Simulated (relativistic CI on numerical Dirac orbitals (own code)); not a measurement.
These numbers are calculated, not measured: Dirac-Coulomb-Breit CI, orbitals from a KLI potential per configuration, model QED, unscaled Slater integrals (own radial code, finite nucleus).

The strongest absorption lines from the ground level of an ion, among the configurations computed and to levels below about 478 eV (vacuum wavelength in Å, gf): 49.592 (0.1), 50.049 (0.27), 51.976 (1.2), 51.988 (0.61), 52.117 (1.5), 68.621 (0.43), 68.748 (0.16), 68.865 (0.32).

Question: Which ion is it?
A. Cs39+
B. In33+
C. Te34+
D. Te36+

Answer: D. Te36+ has 16 electrons and the ground level 3s2.3p4 3P_2; the strongest line goes to 3s2.3p3.3d 3D°_3. The pattern of lines fixes the number of electrons, and along that sequence the line energies rise steadily with the charge (about as its square where n changes within one kind of shell, about linearly where n is kept but much faster in heavy ions where fine structure, which grows about as Z⁴, sets the gap, and irregularly where shells cross), which fixes Z. Configurations outside the model, such as inner-shell arrays, can give stronger lines. At this charge energies of transitions that change n are usually good to better than 1 %, and those within a shell (Δn = 0) to a few per cent.

LS names give the leading component of a level, which can be under half, so a name can repeat, a term be missing and a line seem to break the LS rules.
